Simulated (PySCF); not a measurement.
Cartesian coordinates (Å):
```xyz
7

Zn     0.0309    -0.0885    -0.0540
N      1.5018    -0.1540     1.0310
H      2.2022     0.5751     0.8330
H      2.0128    -1.0474     1.0027
N     -1.5170     0.2012    -0.9845
H     -2.3692    -0.0831    -0.4805
H     -1.5604    -0.2742    -1.8968
```
Charge 0, multiplicity 1.

Q: What is the computed charge on the central atom (Mulliken), dipole moment, total energy, HOMO–LUMO gap and LUMO (TPSSh-D3(BJ)/def2-TZVP // BP86-D3(BJ)/def2-SVP in PySCF)?

A: 
| Item | Result |
|---|---|
| charge on the central atom (Mulliken) | 0.43 e |
| dipole moment | 0.327 e·Å |
| total energy | -1891.3655 Ha |
| HOMO–LUMO gap | 5.35 eV |
| LUMO | -0.74 eV |
